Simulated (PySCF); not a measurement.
Computed data sheet: `C#C[Si@H](C#N)[SiH2]C(Cl)Cl`

Compound: C₄H₅Cl₂NSi₂.
SMILES with atom numbers: `[CH:1]#[C:2][Si@H:3]([C:4]#[N:5])[SiH2:6][CH:7]([Cl:8])[Cl:9]` (hydrogens: H10 on C1; H11 on Si3; H12, H13 on Si6; H14 on C7)

Geometry (GFN2-xTB, Å), atoms numbered from 1 in this order:
```
atom  x, y, z in Å
C1     2.9649   -0.7257   -1.6743
C2     2.0677   -0.1479   -1.1193
Si3    0.6839    0.7382   -0.2669
C4     1.5918    1.7701    1.0083
N5     2.1401    2.3933    1.7975
Si6   -0.7073   -0.7567    0.8419
C7    -2.5050   -0.4403    0.2127
Cl8   -2.5578   -0.6508   -1.5547
Cl9   -2.9922    1.2197    0.6350
H10    3.7545   -1.2281   -2.1558
H11    0.0890    1.7046   -1.1981
H12   -0.8005   -0.6056    2.2974
H13   -0.4659   -2.1694    0.5290
H14   -3.2638   -1.1019    0.6252
```

Structural features include: cyano group on a heteroatom, alkyne, C–Cl bond, Si–H bond and C–Si bond.

From GFN2-xTB geometry:

* Point group of the GFN2-xTB geometry: C1
* Rotational constants A, B, C of the GFN2-xTB geometry: 1.132, 0.530, 0.414 GHz

**CAM-B3LYP/def2-SVPD ground state and vertical TDDFT (core frozen in the response) (PySCF)**

* Dipole moment: 4.04 D
* HOMO energy: -9.87 eV
* LUMO energy: -0.50 eV
* HOMO–LUMO gap: 9.37 eV
* Lowest singlet excitation: 5.89 eV (210 nm, f = 0.003)
* Strongest line among the 8 lowest singlet transitions: S5 at 6.76 eV (184 nm, f = 0.017)
* Lowest triplet excitation (Tamm–Dancoff): 4.97 eV
* Static isotropic polarisability: 127.4 au
* Electronic spatial extent ⟨r²⟩ about the centre of nuclear charge: 2597 bohr²

PBE0/pcSseg-1 ground state and GIAO shieldings, non-relativistic (PySCF):

- Lowest Hirshfeld atomic charge: -0.19 e on N5
- Highest Hirshfeld atomic charge: +0.33 e on Si3
- 13C chemical shifts (computed TMS as zero) by class: 121.8 (C4), 109.5 (C1), 81.1 (C2), 72.6 (C7) ppm
- 1H chemical shifts (computed TMS as zero) by class: 5.91 (H14), 5.25 (H11), 4.62 (H12), 4.55 (H13), 2.27 (H10) ppm
- Isotropic shieldings of nuclei other than C and H, by class: -99 (N5), 393 (Si6), 444 (Si3), 706 (Cl9), 709 (Cl8) ppm
- Mayer bond orders between heavy atoms: C1–C2 2.57, C2–Si3 0.91, Si3–C4 0.81, C4–N5 2.93, Si3–Si6 0.87, Si6–C7 0.77, C7–Cl8 0.98, C7–Cl9 0.98

Monoisotopic mass (most abundant isotopes): 192.9338 u.

With B = h/(8π²I), that is 505.379 GHz u Å² over I, the principal moments of inertia are 446.6, 952.7 and 1221.3 u Å² (most abundant isotopes); the inertial defect Ic − Ia − Ib is -178.0 u Å² (zero for a rigid planar frame, negative otherwise). The principal polarisabilities are 105.3, 132.4 and 144.7 au; their mean is the isotropic value. The vertical singlet–triplet gap S1 − T1 is 0.92 eV (TDDFT singlet less Tamm–Dancoff triplet; S1: HOMO→LUMO, weight 0.23, beside HOMO−1→LUMO, weight 0.21; T1: HOMO−2→LUMO, weight 0.16, beside HOMO−1→LUMO+2, weight 0.10). S1 lies 3.48 eV below the HOMO–LUMO gap; its leading configuration is HOMO→LUMO, weight 0.23, beside HOMO−1→LUMO, weight 0.21. The largest Löwdin shares of the HOMO are 0.18 on Cl9, 0.16 on Cl8, 0.15 on C7 and 0.14 on C2.

Geometry: GFN2-xTB, one conformer, isolated molecule. The shieldings hold no spin–orbit term; for a carbon that bears several chlorines this term is known to matter.
